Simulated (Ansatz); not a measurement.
H3Sb, triplet, at a GFN2-xTB geometry (a higher spin typed on purpose: for a closed-shell molecule this is an excited state) (core potentials on Sb), atoms displaced at random by about 0.02 Å a coordinate; HF/def2-SVP (Ansatz, a quantum-chemistry and plane-wave program).

Here is a job for Ansatz.
Ansatz 0.2 input:
```yaml
crystal:
  periodic: [false, false, false]
  atoms:
    - {symbol: Sb, position_ang: [-0.05291214, -0.02283890, 0.00848818]}
    - {symbol: H, position_ang: [-0.40724227, -1.89084948, 0.08523527]}
    - {symbol: H, position_ang: [0.33681690, 1.88729539, -0.12043470]}
    - {symbol: H, position_ang: [1.63873312, -0.30965496, -0.15633007]}
basis:
  gaussian:
    orbitals: def2-SVP
hamiltonian:
  xc: hf
magnetization: {spin_polarized: true, initial_magnetization: 2}
relax: {f_tol: 0.002}
```

It wrote (shortened):

```
Functional definition: HF
532 factors; integrals over basis functions are off by at most 5.2e-4 eV
mean field evaluation 1: about -6554.0191 eV, gradient 6.5e0 eV
mean field evaluation 2: about -6554.0805 eV, gradient 6.5e0 eV
mean field evaluation 4: about -6554.7341 eV, gradient 1.2e0 eV
mean field evaluation 8: about -6554.7707 eV, gradient 2.3e-3 eV
mean field -6554.77071264 eV, -240.8833807062 hartree, gradient 2.5e-5 eV, S^2 2.083147; 0 other end points of the search recorded, 0 dependent functions left out
the calculation of the forces begins
reference -6554.77071264 eV, -240.8833807062 hartree; 14, 12 occupied and 27, 29 virtual orbitals, 532 factors
relax step   1: F+E_penalty+E_count = -6554.77071264 eV  Δ(F+E_penalty+E_count) = +0.000e0 eV  max|allowed force component| = 6.239e-1 eV/Å  Δτ_max = 0.0000 Å  (43 SCF iters, accepted)
these checks for a lower state are left out or cut short: starts, cluster_reference, orbital_swaps, neighbouring_geometries, increment
532 factors; integrals over basis functions are off by at most 3.6e-4 eV
mean field evaluation 16: about -6554.7532 eV, gradient 9.2e-3 eV
mean field -6554.75324488 eV, -240.8827387782 hartree, gradient 6.4e-5 eV, S^2 2.047294; 0 other end points of the search recorded, 0 dependent functions left out
the calculation of the forces begins
reference -6554.75324488 eV, -240.8827387782 hartree; 14, 12 occupied and 27, 29 virtual orbitals, 532 factors
relax step   2: F+E_penalty+E_count = -6554.75324488 eV  Δ(F+E_penalty+E_count) = +1.747e-2 eV  max|allowed force component| = 8.357e-1 eV/Å  Δτ_max = 0.1937 Å  (36 SCF iters, rejected (line search))
these checks for a lower state are left out or cut short: starts, cluster_reference, orbital_swaps, neighbouring_geometries, increment
532 factors; integrals over basis functions are off by at most 4.3e-4 eV
mean field -6554.83824689 eV, -240.8858625441 hartree, gradient 3.7e-5 eV, S^2 2.061069; 0 other end points of the search recorded, 0 dependent functions left out
the calculation of the forces begins
reference -6554.83824689 eV, -240.8858625441 hartree; 14, 12 occupied and 27, 29 virtual orbitals, 532 factors
relax step   3: F+E_penalty+E_count = -6554.83824689 eV  Δ(F+E_penalty+E_count) = -6.753e-2 eV  max|allowed force component| = 9.523e-2 eV/Å  Δτ_max = 0.0945 Å  (40 SCF iters, accepted)
these checks for a lower state are left out or cut short: starts, cluster_reference, orbital_swaps, neighbouring_geometries, increment
[...]
relax step   4: F+E_penalty+E_count = -6554.83876087 eV  Δ(F+E_penalty+E_count) = -5.140e-4 eV  max|allowed force component| = 8.929e-2 eV/Å  Δτ_max = 0.0183 Å  (41 SCF iters, accepted)
[...]
these checks for a lower state are left out or cut short: starts, cluster_reference, orbital_swaps, neighbouring_geometries, increment
532 factors; integrals over basis functions are off by at most 4.0e-4 eV
mean field -6554.83947311 eV, -240.8859076070 hartree, gradient 3.2e-5 eV, S^2 2.061025; 0 other end points of the search recorded, 0 dependent functions left out
the calculation of the forces begins
reference -6554.83947311 eV, -240.8859076070 hartree; 14, 12 occupied and 27, 29 virtual orbitals, 532 factors
relax step   5: F+E_penalty+E_count = -6554.83947311 eV  Δ(F+E_penalty+E_count) = -7.122e-4 eV  max|allowed force component| = 3.582e-3 eV/Å  Δτ_max = 0.0128 Å  (40 SCF iters, accepted)
these checks for a lower state are left out or cut short: starts, cluster_reference, orbital_swaps, neighbouring_geometries, increment
532 factors; integrals over basis functions are off by at most 4.0e-4 eV
mean field -6554.83947523 eV, -240.8859076849 hartree, gradient 5.8e-5 eV, S^2 2.061078; 0 other end points of the search recorded, 0 dependent functions left out
the calculation of the forces begins
reference -6554.83947523 eV, -240.8859076849 hartree; 14, 12 occupied and 27, 29 virtual orbitals, 532 factors
relax step   6: F+E_penalty+E_count = -6554.83947523 eV  Δ(F+E_penalty+E_count) = -2.119e-6 eV  max|allowed force component| = 3.663e-4 eV/Å  Δτ_max = 0.0007 Å  (28 SCF iters, accepted)
532 factors; integrals over basis functions are off by at most 4.0e-4 eV
mean field -6554.83947523 eV, -240.8859076849 hartree, gradient 5.8e-5 eV, S^2 2.061078; 1 other end points of the search recorded, 0 dependent functions left out
the calculation of the forces begins
reference -6554.83947523 eV, -240.8859076849 hartree; 14, 12 occupied and 27, 29 virtual orbitals, 532 factors
Total energy: -6554.83947523 eV, -240.8859076849 hartree
Atom 0 at    -0.003554    -0.008866    -0.012617 Å, force     0.000282     0.000024    -0.000038 eV/Å
Atom 1 at    -0.414936    -1.803052     0.090613 Å, force    -0.000118    -0.000350     0.000029 eV/Å
Atom 2 at     0.278466     1.810785    -0.104642 Å, force    -0.000038     0.000366    -0.000004 eV/Å
Atom 3 at     1.655420    -0.334915    -0.156396 Å, force    -0.000126    -0.000041     0.000014 eV/Å
Dipole moment:    -0.020764     0.004061     0.001801 e Å
```
